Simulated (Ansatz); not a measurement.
Input file for Ansatz (a first-principles code): R-wB97M-V/def2-TZVPPD on GeH4 (SMILES [GeH4]) with ghost functions, monomers drawn apart or pushed together. Files ending in .json are basis or fitting sets from the Basis Set Exchange.

Ansatz 0.2 input:
```yaml
crystal:
  periodic: [false, false, false]
  atoms:
    - {symbol: Ge, position_ang: [0.11057783, 0.05083799, -0.08422467]}
    - {symbol: H, position_ang: [-1.40387662, 0.02942135, 0.15658022]}
    - {symbol: H, position_ang: [0.39073553, 0.12046956, -1.59506055]}
    - {symbol: H, position_ang: [0.74358985, -1.22941606, 0.48266219]}
    - {symbol: H, position_ang: [0.73231329, 1.27433504, 0.60332693]}
basis:
  gaussian:
    orbitals: def2-TZVPPD.json
    ghost_atoms:
      - {symbol: Se, position_ang: [-0.17657739, -1.01999232, 5.34744743]}
      - {symbol: H, position_ang: [-0.37935005, -0.00923388, 6.39660997]}
      - {symbol: H, position_ang: [1.18253795, -0.52574471, 5.08508129]}
hamiltonian:
  xc: {name: wB97M-V}
scf: {lower_state_search: off}
```

The log:

```
Functional definition: wB97M-V
[...]
these checks for a lower state are left out or cut short: stability, starts, cluster_reference, orbital_swaps, neighbouring_geometries, increment
integrals: 0.17 GiB planned
1169 factors; their error is unknown
integrals: 0.21 GiB planned
299 factors; integrals over basis functions are off by at most 3.8e-5 eV
mean field: 1.22 GiB planned
mean field evaluation 1: about -56578.9643 eV, gradient 1.5e1 eV
mean field evaluation 2: about -56579.0667 eV, gradient 1.4e1 eV
mean field evaluation 4: about -56579.1861 eV, gradient 8.2e-2 eV
mean field evaluation 8: about -56579.3245 eV, gradient 1.1e-3 eV
mean field -56579.32451776 eV, -2079.2518251840 hartree, gradient 3.4e-6 eV, S^2 0.000000; 0 other end points of the search recorded, 0 dependent functions left out
reference -56579.32456347 eV, -2079.2518268639 hartree; 18, 18 occupied and 195, 195 virtual orbitals, 1169 factors
Total energy: -56579.32456347 eV, -2079.2518268639 hartree
Checks for a lower state left out: stability, starts, cluster_reference, orbital_swaps, neighbouring_geometries, increment
```

Self-consistency was reached.

Cost: around 11 core-seconds (rough).
